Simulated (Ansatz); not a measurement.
Compare A (`BN([SiH3])C=C`) with its isomer B (`CB1CN1[SiH3]`).

Isolated molecules relaxed with PBE0-D4/def2-TZVP in Ansatz; ΔE leaves out vibrations. CCSD(T)/CBS adds triple-zeta CCSD(T) − MP2 to the extrapolated MP2 energy (def2 sets, frozen cores). Functionals use def2-TZVPP. B3LYP here is the variant with VWN-RPA as its local correlation; programs differ in this. Each species was taken in one conformer, which may not be the lowest.

**Question.** Which is lower in electronic energy at CCSD(T)/CBS, and by how much? (An estimate is asked.)

**Answer.** Computed: A, by 3.2 kcal/mol.

**Question.** Give E(B) − E(A) in kcal/mol with PBE-D4, MP2/def2-TZVPP, B3LYP, CCSD/def2-TZVPP, B3LYP-D4, B2PLYP, HF/def2-TZVPP. (An estimate is asked.)

**Answer.** The calculation gave: PBE-D4 -0.3, MP2/def2-TZVPP 1.5, B3LYP 2.0, CCSD/def2-TZVPP 3.0, B3LYP-D4 3.5, B2PLYP 2.4, HF/def2-TZVPP 4.7. The order is the other way round with PBE-D4.

Largest T1 diagnostic: 0.013.

In def2-TZVPP, CCSD(T) changes the Hartree–Fock value by −1.1 kcal/mol (the triples alone add +0.6 kcal/mol) and MP2 by −3.2 kcal/mol. The D4 term adds +1.5 kcal/mol with B3LYP and +0.7 kcal/mol with PBE0; it sums over pairs of atoms, weighted by their polarisabilities, and B3LYP, whose exchange is more repulsive, gets the larger term.
